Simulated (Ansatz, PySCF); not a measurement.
**From computed data to an observable: transport gap, exciton binding and injection barriers**

CH₁₁NSi₄, SMILES [SiH3]/N=C\[SiH]([SiH3])[SiH3].

The structure is a stationary point at r2SCAN-D4/def2-SVP. The structure was generated by enumeration; whether it is a known compound was not checked. Other conformers were not sampled.

Gas-phase, vertical values: ionisation energy 8.07 eV and electron affinity 0.35 eV from ΔSCF with PBE/def2-SVPD (Ansatz, a quantum-chemistry and plane-wave program); S1 2.95 eV and T1 2.35 eV from TDA-PBE/def2-SVPD (PySCF). Assume, for the exercise, a film of permittivity 3.0, a cavity radius of 5.0 Å and electrodes of work function 4.7 eV (anode) and 4.2 eV (cathode), with aligned vacuum levels.

Question: Work out the fundamental gap and exciton binding energy in the gas phase, the levels in the film by Born's model, the injection barriers and the thermal weight of S1 against T1 at 298 K.

Answer: 
Fundamental gap IE − EA = 7.72 eV; exciton binding = gap − S1 = 4.77 eV.
Born polarisation P = (14.3996 eV Å / 2r)(1 − 1/ε) = 0.96 eV. Film: IE = 7.11 eV, EA = 1.31 eV, transport gap 5.80 eV; with S1 unchanged the binding falls to 2.85 eV.
Hole barrier IE − Φ(anode) = 2.41 eV; electron barrier Φ(cathode) − EA = 2.89 eV (a negative value means no barrier, and the level would pin).
ΔE(ST) = S1 − T1 = 0.60 eV, and the triplet has three sublevels, so the ratio S1/T1 is (1/3) exp(−ΔE/kT) = 2.4e-11 with kT = 0.02569 eV: too wide a gap for thermal return to the singlet. All inputs carry the errors of their functional, and relaxed states would shift them.
